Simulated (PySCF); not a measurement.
C4H4F2O2, SMILES C1[C@H](OC1(F)F)C=O.

The structure is a stationary point at B3LYP-D3(BJ)/def2-SVP. The structure was generated by enumeration; whether it is a known compound was not checked. The values are those of a single conformer.

Two levels are set side by side: PBE/def2-TZVP (PySCF) and B3LYP/def2-TZVP (PySCF). Same geometry, gas phase. Differences are taken from unrounded values.

| quantity | B3LYP | PBE | PBE minus B3LYP |
|---|---|---|---|
| orbital gap (eV) | 5.95 | 3.67 | -2.28 |
| highest occupied level (eV) | -7.83 | -6.41 | 1.42 |
| lowest empty level (eV) | -1.88 | -2.75 | -0.86 |
| dipole moment (D) | 1.60 | 1.53 | -0.07 |

Without exact exchange PBE keeps part of each electron's self-repulsion, which lifts occupied levels and narrows the gap. Differences between two approximate levels are no errors against the true value.

Rough cost on one machine, each run with all the roots and properties that it gave: B3LYP against PBE within a factor of 2.
